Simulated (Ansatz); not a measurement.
`C=C[SiH2]Cl` + NH₃ → `C=C[SiH2]N` + HCl at 700 K and 1 bar (ligand exchange at the Si–Cl bond).

Program: Ansatz. Geometries: PBE0-D4/def2-TZVP. ΔE: electronic, gas phase. CCSD(T)/CBS is the MP2 limit (def2-TZVPP, def2-QZVPP) plus CCSD(T) − MP2 in def2-TZVPP, frozen cores. This one scheme is used for every species. One conformer a species, not always the lowest.

| species | CCSD(T)/CBS energy (Eh) | H − E (kJ/mol) | S (J/(mol·K)) |
| --- | --- | --- | --- |
| `C=C[SiH2]Cl` | -827.99751 | 225.8 | 417.4 |
| NH₃ | -56.50880 | 116.9 | 226.5 |
| `C=C[SiH2]N` | -424.10479 | 299.3 | 439.7 |
| HCl | -460.38127 | 38.4 | 211.8 |

H − E and S are ideal-gas, rigid-rotor, harmonic terms from PBE0-D4/def2-TZVP, for one conformer and one mirror image of each species. 1 Eh = 2625.50 kJ/mol, R = 8.31446 J/(mol·K).

Q: By hand: ΔE, ΔH, ΔS and ΔG.

A: ΔE = (-424.10479) + (-460.38127) − (-827.99751) − (-56.50880) = 0.02025 Eh = 53.2 kJ/mol. Δ(H − E) = 299.3 + 38.4 − 225.8 − 116.9 = -5.0, so ΔH = 48.2 kJ/mol. ΔS = 439.7 + 211.8 − 417.4 − 226.5 = 7.6 J/(mol·K). ΔG = 48.2 − 700 × (7.6)/1000 = 42.9 kJ/mol.

Q: By hand: the equilibrium constant, and the temperature at which ΔG would vanish if ΔH and ΔS stayed fixed.

A: log₁₀ K = −ΔG/(RT ln 10) = -3.2. ΔG = 0 at ΔH/ΔS = 6342 K, far beyond where these terms or the molecules hold.

The number of gas molecules stays the same, so ΔS is small and ΔH decides. A doubt of 5 kJ/mol in ΔE shifts log₁₀ K by 0.4 here. Other conformers and mirror images would add mixing entropy, several J/(mol·K) or more a flexible species. These are equilibria of isolated gas molecules and say nothing of rates. Largest T1 diagnostic: 0.011 (customary marks: 0.02 for closed shells, 0.045 for open ones).
